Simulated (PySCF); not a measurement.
System: C6H7, charge -1, multiplicity 1. It need not be the lowest isomer of its formula. Whether it binds its extra electron was not tested at this geometry. SMILES: CC1=[C-]C=CC1
Coordinates optimised at B3LYP-D3(BJ)/def2-TZVP (Ansatz):
```
C
C 1 1.3646
C 2 1.4948 1 102.52
C 3 1.3508 2 114.42 1 0.00
H 4 1.0867 3 128.22 2 -180.00
H 3 1.0905 4 122.64 5 0.00
C 1 1.5012 2 126.38 3 180.00
H 7 1.0925 1 108.98 2 0.00
H 7 1.1024 8 107.94 1 123.02
H 7 1.1024 8 107.94 9 113.97
C 4 1.5040 5 124.37 3 -180.00
H 11 1.1023 4 111.96 5 59.26
H 11 1.1023 12 105.72 4 122.16
```
Charge -1, spin multiplicity 1.

Dispersion corrections to the total energy (kcal/mol) from the dftd3 and dftd4 libraries through PySCF: D3(BJ) without and D4 with the three-body term, each with the damping fitted for the functional named.

```
functional      D3(BJ)          D4
----------  ----------  ----------
TPSS             -8.54  (withheld)
PW6B95           -3.25  (withheld)
BHLYP       (withheld)       -8.58
B2GP-PLYP        -3.93       -3.23
PBE0             -5.84       -6.48
r2SCAN           -1.92       -1.98
LC-wPBE          -6.26       -8.52
```

Task: Complete the blanks.

Result: 
- TPSS, D4: -10.46
- PW6B95, D4: -6.72
- BHLYP, D3(BJ): -8.96
